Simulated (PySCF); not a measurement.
## Ionising HgBi

r²SCAN; Hg def2-SVP with ECP60, Bi def2-SVP with ECP60; scalar-relativistic core potentials (PySCF 2.14). Neutral (UKS): quartet (σ ↑, π ↑↑), Re = 3.478 Å, ωe = 30.2 cm⁻¹, De = 0.09 eV, HOMO -5.15 eV, LUMO -2.85 eV.

HgBi⁺ (UKS): triplet (π ↑↑), Re = 2.863 Å, ωe = 110 cm⁻¹. The energies at the minima are -368.29654 hartree for HgBi and -368.02659 for HgBi⁺.

Problem. Work out the adiabatic ionisation energy, without and with harmonic zero-point energies (1 hartree = 27.2114 eV, 1 eV = 8065.5 cm⁻¹), and the change of the bond length.

Solution. At r²SCAN: 0.26995 hartree = 7.346 eV between the minima; the zero-point term (110.0 − 30.2)/2 cm⁻¹ = +0.005 eV makes it 7.351 eV. Re changes by -61.5 pm against the neutral. The electron leaves a σ orbital, and the shorter bond of the ion fits an antibonding orbital, or a change in how ionic the bond is.

Weak bonds: HgBi. Basis-set superposition, not corrected here, can be much of De in a small basis, most of all at correlated wavefunction levels. These are scalar-relativistic numbers at best; spin–orbit coupling would shift them, the dissociation energy most. States were picked by a PBE0 search and need not be the measured ground states.
